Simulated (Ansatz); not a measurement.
Relaxation of C₃H₈ClIn (13 atoms, charge 0, multiplicity 1), to a largest force component of 0.03 eV/Å in at most 50 steps.

Theory: UKS PBE0-D4/def2-SVP (Ansatz 0.2.0).

```xyz
13
Properties=species:S:1:pos:R:3:forces:R:3
In -1.144 -0.676 0.863 0.06 0.01 -0.02
C 0.994 -0.492 0.491 0.50 -0.82 0.27
C 1.322 -0.462 -0.998 0.00 0.01 0.02
C -1.485 1.305 0.105 -0.62 -0.05 0.08
H -0.407 1.387 -0.046 0.01 0.85 -0.31
Cl -2.470 -2.369 1.818 0.00 0.00 -0.01
H 1.615 -1.241 1.007 0.02 0.01 -0.01
H 1.210 0.479 0.968 0.03 0.00 0.00
H 2.374 -0.177 -1.172 0.00 0.00 0.00
H 0.706 0.262 -1.557 -0.01 -0.01 -0.01
H 1.177 -1.447 -1.469 -0.01 0.01 0.00
H -2.036 1.391 -0.840 0.00 0.00 -0.01
H -1.857 2.041 0.829 0.02 0.00 0.00
```

Question: Where does it end, and by what steps?

Answer: The forces met the threshold. The force dipped under the threshold on the way, but the program's further checks kept it going. After 25 steps the energy has fallen by 0.737 eV; H5 moved furthest, 1.54 Å.

```
step  energy less start (eV)  largest force component (eV/Å)  accepted
   0                  0.0000                           0.848       yes
   1                 -0.2033                           0.380       yes
   2                 -0.3489                           0.572       yes
   3                 -0.4694                           0.238       yes
   4                 -0.5508                           0.355       yes
   5                 -0.6128                           0.216       yes
   6                 -0.6609                           0.267       yes
   7                 -0.6971                           0.126       yes
   8                 -0.7149                           0.301       yes
   9                 -0.7230                           0.148       yes
  10                 -0.7272                           0.084       yes
  11                 -0.7280                           0.051       yes
  12                 -0.7286                           0.039       yes
  13                 -0.7294                           0.101       yes
  14                 -0.7301                           0.107       yes
  15                 -0.7311                           0.118       yes
  16                 -0.7319                           0.098       yes
  17                 -0.7332                           0.096       yes
  18                 -0.7335                           0.117       yes
  19                 -0.7349                           0.087       yes
  20                 -0.7358                           0.011       yes
  21                 -0.7364                           0.015       yes
  22                 -0.7344                           0.186        no
  23                 -0.7370                           0.028       yes
  24                 -0.7371                           0.068       yes
  25                 -0.7375                           0.029       yes
```

```xyz
13
Properties=species:S:1:pos:R:3
In -0.815 -0.128 0.743
C 1.153 -0.932 0.342
C 1.826 -0.436 -0.932
C -2.105 1.411 -0.024
H -1.595 2.039 -0.767
Cl -1.853 -1.285 2.559
H 1.034 -2.028 0.344
H 1.753 -0.692 1.237
H 2.830 -0.878 -1.053
H 1.955 0.659 -0.938
H 1.250 -0.698 -1.835
H -2.982 0.935 -0.488
H -2.451 2.034 0.813
```

Whether the end is a true minimum wasn't checked by a vibrational analysis.

Time of the run: 2.8 min on 4 threads of Arm Neoverse N1 (shared host), peak memory 0.49 GiB.
